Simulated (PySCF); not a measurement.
# Bond curve of CaBe

Set-up: basis Ca def2-SVP, Be def2-SVP; no relativity; PySCF 2.14. Energies in eV from Ca + Be in their ground configurations at the same level. State: ¹Σ⁺ (singlet), closed shell.

| R (Å) | r²SCAN | PBE0 |
| --- | --- | --- |
| 2.900 | -0.1989 | -0.1109 |
| 3.035 | -0.2764 | -0.1909 |
| 3.170 | -0.3142 | -0.2327 |
| 3.271 | -0.3242 | -0.2464 |
| 3.372 | -0.3230 | -0.2495 |
| 3.473 | -0.3139 | -0.2450 |
| 3.608 | -0.2935 | -0.2313 |
| 3.777 | -0.2607 | -0.2072 |
| 3.979 | -0.2176 | -0.1745 |
| 4.249 | -0.1628 | -0.1326 |

Problem. Put a parabola through the three lowest points of the r²SCAN curve and estimate Re, k and ωe (reduced mass 7.354 u; 1 eV/Å² = 0.16022 mdyn/Å; ωe = 1302.8·√(k/μ) cm⁻¹).

Solution. Through R = 3.17, 3.271, 3.372 Å the second-order coefficient is 0.549 eV/Å², so Re ≈ 3.311 Å, k ≈ 0.176 mdyn/Å and ωe ≈ 201 cm⁻¹. A polynomial fit of higher order to the unrounded r²SCAN energies gives Re = 3.308 Å, k = 0.154 mdyn/Å, ωe = 189 cm⁻¹; anharmonicity and rounding make the difference.

The higher-order fit for each curve: r²SCAN: Re = 3.308 Å, ωe = 189 cm⁻¹, De = 0.325 eV; PBE0: Re = 3.357 Å, ωe = 169 cm⁻¹, De = 0.250 eV.

Closed-shell solutions of metal pairs were not tested for spin polarisation, which can lower them a little. The bond is weak. Basis-set superposition, not corrected here, can be much of De in a small basis, most of all at correlated wavefunction levels. Functionals without a dispersion term scatter widely for such bonds, and LDA overbinds them.
